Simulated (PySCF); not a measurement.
## Worked example: chemical shift, span and skew from a shielding tensor

C5H6O2, SMILES [C@H]1(C(C=CO1)=O)C. Atoms are numbered in the order given.

```xyz
13

C     -1.8366    -0.5956    -0.5460
C     -0.6762    -0.3504     0.3967
O      0.2975    -1.4170     0.3094
C      1.4806    -0.8626     0.0096
C      1.4863     0.4841    -0.1383
C      0.1122     0.9371     0.0755
O     -0.3781     2.0447     0.0146
H     -2.5112     0.2723    -0.4971
H     -2.3916    -1.5041    -0.2711
H     -1.4759    -0.6966    -1.5809
H     -1.0158    -0.3108     1.4455
H      2.3059    -1.5721    -0.0830
H      2.3359     1.1135    -0.3907
```
Charge 0, spin multiplicity 1.

The structure is a stationary point at B3LYP-D3(BJ)/def2-SVP. The structure was generated by enumeration; whether it is a known compound was not checked. Other conformers were not sampled.

GIAO shieldings from PBE0/pcSseg-1 (PySCF), non-relativistic, no solvent. The symmetric part of the tensor of C4 has the principal values -116.6, 13.9, 100.9 ppm. The same nucleus in TMS has σ = 186.3 ppm at this level (PySCF, at its B3LYP-D3(BJ)/def2-TZVP geometry).

Work out the isotropic shielding, the ¹³C shift against TMS, the span and the skew.


σ(iso) = (σ11 + σ22 + σ33)/3 = -0.6 ppm. δ = σ(ref) − σ(iso) = 186.3 − (-0.6) = 186.9 ppm.
Span Ω = σ33 − σ11 = 217.5 ppm. Skew κ = 3(σ(iso) − σ22)/Ω = -0.20. Tumbling in solution averages the tensor to δ; in a static solid the shielding alone would spread this spin-1/2 line over Ω.
